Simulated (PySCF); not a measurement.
Ga2(mu-H)2(Me)4, C₄H₁₄Ga₂, singlet, GFN2-xTB optimised geometry.

```
20

Ga    -0.09     0.44     0.00
Ga    -1.07     2.07    -2.23
H     -0.43     0.52    -2.23
C      1.93     0.44     0.00
H      2.34     0.87     0.93
H      2.31     1.05    -0.83
H      2.33    -0.57    -0.11
C     -1.46    -0.98     0.47
H     -1.80    -0.90     1.50
H     -1.05    -1.99     0.33
H     -2.34    -0.89    -0.18
H     -0.74     1.99     0.00
C      0.31     3.49    -2.68
H     -0.10     4.49    -2.57
H      0.67     3.39    -3.71
H      1.18     3.40    -2.02
C     -3.10     2.08    -2.25
H     -3.49     3.09    -2.11
H     -3.48     1.45    -1.44
H     -3.50     1.70    -3.19
```

Density from CAM-B3LYP/def2-SVP (PySCF 2.14.0) at that geometry.

Minimum of the electron density along straight lines between bonded atoms, close to the bond critical point (lines longer than 1.1 times the sum of covalent radii, or with two minima, are not listed):

```json
[
 {"bond": "Ga2–H3", "length / Å": "1.673", "ρ at the minimum / e bohr⁻³": "0.091", "∇²ρ there / e bohr⁻⁵": "0.09", "position (fraction from the first atom)": "0.58"},
 {"bond": "Ga1–C4", "length / Å": "2.030", "ρ at the minimum / e bohr⁻³": "0.105", "∇²ρ there / e bohr⁻⁵": "0.12", "position (fraction from the first atom)": "0.47"},
 {"bond": "C4–H5", "length / Å": "1.095", "ρ at the minimum / e bohr⁻³": "0.267", "∇²ρ there / e bohr⁻⁵": "-0.95", "position (fraction from the first atom)": "0.63"},
 {"bond": "C4–H6", "length / Å": "1.095", "ρ at the minimum / e bohr⁻³": "0.268", "∇²ρ there / e bohr⁻⁵": "-0.95", "position (fraction from the first atom)": "0.63"},
 {"bond": "C4–H7", "length / Å": "1.095", "ρ at the minimum / e bohr⁻³": "0.268", "∇²ρ there / e bohr⁻⁵": "-0.96", "position (fraction from the first atom)": "0.63"},
 {"bond": "Ga1–C8", "length / Å": "2.030", "ρ at the minimum / e bohr⁻³": "0.105", "∇²ρ there / e bohr⁻⁵": "0.12", "position (fraction from the first atom)": "0.47"},
 {"bond": "C8–H9", "length / Å": "1.095", "ρ at the minimum / e bohr⁻³": "0.267", "∇²ρ there / e bohr⁻⁵": "-0.95", "position (fraction from the first atom)": "0.63"},
 {"bond": "C8–H10", "length / Å": "1.095", "ρ at the minimum / e bohr⁻³": "0.268", "∇²ρ there / e bohr⁻⁵": "-0.96", "position (fraction from the first atom)": "0.63"},
 {"bond": "C8–H11", "length / Å": "1.095", "ρ at the minimum / e bohr⁻³": "0.268", "∇²ρ there / e bohr⁻⁵": "-0.95", "position (fraction from the first atom)": "0.63"},
 {"bond": "Ga1–H12", "length / Å": "1.673", "ρ at the minimum / e bohr⁻³": "0.091", "∇²ρ there / e bohr⁻⁵": "0.09", "position (fraction from the first atom)": "0.58"},
 {"bond": "Ga2–C13", "length / Å": "2.030", "ρ at the minimum / e bohr⁻³": "0.105", "∇²ρ there / e bohr⁻⁵": "0.12", "position (fraction from the first atom)": "0.47"},
 {"bond": "C13–H14", "length / Å": "1.095", "ρ at the minimum / e bohr⁻³": "0.268", "∇²ρ there / e bohr⁻⁵": "-0.96", "position (fraction from the first atom)": "0.63"},
 {"bond": "C13–H15", "length / Å": "1.095", "ρ at the minimum / e bohr⁻³": "0.267", "∇²ρ there / e bohr⁻⁵": "-0.95", "position (fraction from the first atom)": "0.63"},
 {"bond": "C13–H16", "length / Å": "1.095", "ρ at the minimum / e bohr⁻³": "0.268", "∇²ρ there / e bohr⁻⁵": "-0.95", "position (fraction from the first atom)": "0.63"},
 {"bond": "Ga2–C17", "length / Å": "2.030", "ρ at the minimum / e bohr⁻³": "0.105", "∇²ρ there / e bohr⁻⁵": "0.12", "position (fraction from the first atom)": "0.47"},
 {"bond": "C17–H18", "length / Å": "1.095", "ρ at the minimum / e bohr⁻³": "0.268", "∇²ρ there / e bohr⁻⁵": "-0.96", "position (fraction from the first atom)": "0.63"},
 {"bond": "C17–H19", "length / Å": "1.095", "ρ at the minimum / e bohr⁻³": "0.268", "∇²ρ there / e bohr⁻⁵": "-0.95", "position (fraction from the first atom)": "0.63"},
 {"bond": "C17–H20", "length / Å": "1.095", "ρ at the minimum / e bohr⁻³": "0.267", "∇²ρ there / e bohr⁻⁵": "-0.95", "position (fraction from the first atom)": "0.63"}
]
```
